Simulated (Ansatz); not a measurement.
Reaction (formal exchange of groups at a C–Sn bond): `[CH3][SnH]([OH])[SH]` + `C=CC(N)=O` → `C=C(C)C(N)=O` + `[OH][SnH2][SH]`

Computed with Ansatz on PBE0-D4/def2-TZVP structures; ΔE is electronic, products minus reactants. CCSD(T)/CBS is the MP2 limit (def2-TZVPP, def2-QZVPP) plus CCSD(T) − MP2 in def2-TZVPP, frozen cores. DFT in def2-TZVPP. HSE06 is defined as in plane-wave codes. def2 core potentials past Kr. For Sn outer-core shells are correlated without core-valence functions, which leaves a few kJ/mol of doubt a bond. Each species was taken in one conformer, which may not be the lowest.

`[CH3][SnH]([OH])[SH]`:

Z-matrix (Å, degrees):
```
C
Sn 1 2.121
H 1 1.089 2 110.2
H 1 1.090 2 109.3 3 120.6
H 1 1.090 2 108.8 3 -120.2
O 2 1.968 1 102.9 3 176.9
S 2 2.405 1 113.0 3 60.6
H 2 1.709 1 117.6 3 -62.3
H 6 0.960 2 113.0 1 -166.3
H 7 1.344 2 93.2 1 47.6
```

`C=CC(N)=O`:

```xyz
10

C    -0.935   -1.358    0.743
C    -0.138   -0.699   -0.085
C     0.128    0.752    0.119
N     0.961    1.304   -0.800
O    -0.356    1.395    1.027
H    -1.144   -2.413    0.617
H    -1.395   -0.832    1.573
H     0.336   -1.200   -0.924
H     1.182    2.281   -0.721
H     1.359    0.770   -1.550
```

`C=C(C)C(N)=O`:

Z-matrix (Å, degrees):
```
C
C 1 1.491
H 1 1.094 2 110.9
H 1 1.090 2 111.2 3 -121.3
H 1 1.092 2 109.8 3 117.3
C 2 1.500 1 114.7 3 -63.2
C 2 1.330 1 123.8 3 120.8
N 6 1.358 2 116.3 1 152.3
O 6 1.215 2 121.3 1 -28.6
H 7 1.084 2 122.1 1 176.1
H 7 1.084 2 121.0 1 -1.4
H 8 1.005 6 117.3 2 -176.3
H 8 1.003 6 120.9 2 -16.0
```

`[OH][SnH2][SH]`:

Cartesian coordinates in Å:
```
O -0.305 1.552 -0.708
Sn 0.413 0.159 0.475
S -0.224 -1.983 -0.396
H -0.149 1.365 -1.637
H 2.117 0.184 0.450
H -0.323 0.506 1.965
H -1.530 -1.782 -0.150
```

Question: Is it downhill or uphill in electronic energy at CCSD(T)/CBS, and by how much? (Estimate.)

Answer: Ansatz gave: Uphill: ΔE = +30.5 kJ/mol.

Question: What do these levels give: LDA (SPW92), BLYP-D4, r2SCAN0-D4, HSE06-D4, BHLYP-D4, r2SCAN, PBE0, LC-ωPBE, RPA@PBE/def2-TZVPP, SCS-MP2/def2-TZVPP, CCSD/def2-TZVPP, MP2/def2-QZVPP? (An estimate is asked.)

Answer: Computed: LDA (SPW92) 11.7, BLYP-D4 25.9, r2SCAN0-D4 23.1, HSE06-D4 22.5, BHLYP-D4 24.7, r2SCAN 24.4, PBE0 23.3, LC-ωPBE 22.3, RPA@PBE/def2-TZVPP 24.2, SCS-MP2/def2-TZVPP 27.1, CCSD/def2-TZVPP 25.9, MP2/def2-QZVPP 31.2 kJ/mol.

Largest T1 diagnostic among the species: 0.015.

At CCSD(T), def2-SVP lies −21.7 kJ/mol from the extrapolated value and def2-TZVPP −4.6 kJ/mol. From BLYP to BHLYP (50 % exact exchange), in def2-TZVPP and without D4, ΔE moves by −4.8 kJ/mol. Leaving LDA and LC-ωPBE aside and taking each functional with its dispersion term where it has one, the values, not all of them listed here, spread over 11.9 kJ/mol, from B97M-V to B2PLYP. LDA lies −12.8 kJ/mol from PBE without D4.
